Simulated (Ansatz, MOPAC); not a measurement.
Donor–acceptor adduct: BH3 (SMILES B) (first 4 atoms) with H2O (SMILES O); geometry from B3LYP-D3(BJ)/def2-TZVP, rigid monomers moved along the line of their centres of mass till B1···O5 is 2.42 Å.
(charge 0, multiplicity 1):
```xyz
7

B      0.21063     0.24930     0.78962
H      0.61722    -0.76718     0.28698
H     -0.85292     0.63724     0.39400
H      1.03723     1.09088     1.00556
O     -0.34431    -0.46559     3.03502
H     -0.99914    -1.17478     2.99085
H      0.44511    -0.82820     3.45814
```

Counterpoise-corrected where a basis set is named; no monomer relaxation.

The state reached by AM1, PM7 isn't checked; PM7 holds dispersion and hydrogen-bond terms.

The values were computed with Ansatz (a program for electronic structure); MOPAC for AM1, PM7 (differences of heats of formation). 

Q: One of these levels gives -25.0 kJ/mol for the interaction energy. Which?
A) AM1
B) HF/aug-cc-pVDZ
C) r2SCAN/def2-TZVPPD
D) PM7

A: D, PM7. The others give -17.0 (AM1), -32.7 (HF/aug-cc-pVDZ), -50.9 (r2SCAN/def2-TZVPPD)
